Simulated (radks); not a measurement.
Results of a calculation; reference values are marked as such.
Spherical quantum dot in the effective-mass picture: electrons in a hard-walled sphere of radius 8.67, with a point charge +2 (a donor) at the centre, all in effective atomic units (hartree* = m*/eps^2 hartree, bohr* = eps/m* bohr), one dielectric constant everywhere. Level of theory: non-relativistic Kohn-Sham, LDA (Slater exchange, Perdew-Wang correlation), spin-polarised, spherical densities (a radial shooting solver with Libxc functionals). Levels are named by radial order and angular momentum (1s, 1p, 1d, 2s, ...), and open shells are averaged over m.

N = 14, configuration 1s2 1p6 1d(up 4, down 0) 2s2. This is the lowest configuration that the search found. Occupied and some empty levels:

| level | occupation | eigenvalue (hartree*) | <r> (bohr*) |
|---|---|---|---|
| 1s down | 1 | 1.4213 | 0.9791 |
| 1s up | 1 | 1.4214 | 0.9816 |
| 2s up | 1 | 1.7053 | 6.139 |
| 2s down | 1 | 1.7293 | 6.115 |
| 1p up | 3 | 1.7332 | 6.216 |
| 1p down | 3 | 1.7575 | 6.194 |
| 1d up | 4 | 1.7899 | 6.367 |
| 1d down | 0 | 1.8147 | 6.357 |
| 1f up | 0 | 1.8689 | 6.498 |
| 1f down | 0 | 1.8940 | 6.495 |
| 1g up | 0 | 1.9687 | 6.615 |
| 1g down | 0 | 1.9939 | 6.616 |
| 2p up | 0 | 2.0731 | 4.367 |
| 2p down | 0 | 2.0848 | 4.330 |

Energy (hartree*): total 8.20411, kinetic 5.2196, external -10.608, Hartree 16.630, exchange-correlation -3.0381.
